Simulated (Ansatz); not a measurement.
`[OH][SnH]([F])[F]` + H₂ → `[F][SnH2][F]` + H₂O at 700 K and 1 bar (hydrogenolysis of the Sn–O bond).

Computed with Ansatz on PBE0-D4/def2-TZVP structures; ΔE is electronic, products minus reactants. CCSD(T)/CBS is the MP2 limit (def2-TZVPP, def2-QZVPP) plus CCSD(T) − MP2 in def2-TZVPP, frozen cores. This one scheme is used for every species. def2 core potentials past Kr. For Sn outer-core shells are correlated without core-valence functions, which leaves a few kJ/mol of doubt a bond. Each species was taken in one conformer, which may not be the lowest.

```
            species  CCSD(T)/CBS energy (Eh)  H − E (kJ/mol)  S (J/(mol·K))
`[OH][SnH]([F])[F]`               -490.06891           122.7          419.8
                 H₂                 -1.17544            46.8          155.3
     `[F][SnH2][F]`               -414.86106            93.1          360.2
                H₂O                -76.37941            80.5          218.4
```

H − E and S are ideal-gas, rigid-rotor, harmonic terms from PBE0-D4/def2-TZVP, for one conformer and one mirror image of each species. The MP2-based limit puts H₂ 0.8 mEh under its directly extrapolated value; such offsets cancel only in part. 1 Eh = 2625.50 kJ/mol, R = 8.31446 J/(mol·K).

Problem. By hand: ΔE, ΔH, ΔS and ΔG.

Solution. ΔE = (-414.86106) + (-76.37941) − (-490.06891) − (-1.17544) = 0.00388 Eh = 10.2 kJ/mol. Δ(H − E) = 93.1 + 80.5 − 122.7 − 46.8 = 4.1, so ΔH = 14.3 kJ/mol. ΔS = 360.2 + 218.4 − 419.8 − 155.3 = 3.5 J/(mol·K). ΔG = 14.3 − 700 × (3.5)/1000 = 11.9 kJ/mol.

Problem. By hand: the equilibrium constant, and the temperature at which ΔG would vanish if ΔH and ΔS stayed fixed.

Solution. log₁₀ K = −ΔG/(RT ln 10) = -0.9. ΔG = 0 at ΔH/ΔS = 4086 K, far beyond where these terms or the molecules hold.

The number of gas molecules stays the same, so ΔS is small and ΔH decides. A doubt of 5 kJ/mol in ΔE shifts log₁₀ K by 0.4 here. Other conformers and mirror images would add mixing entropy, several J/(mol·K) or more a flexible species. These are equilibria of isolated gas molecules and say nothing of rates. Largest T1 diagnostic: 0.015 (customary marks: 0.02 for closed shells, 0.045 for open ones).
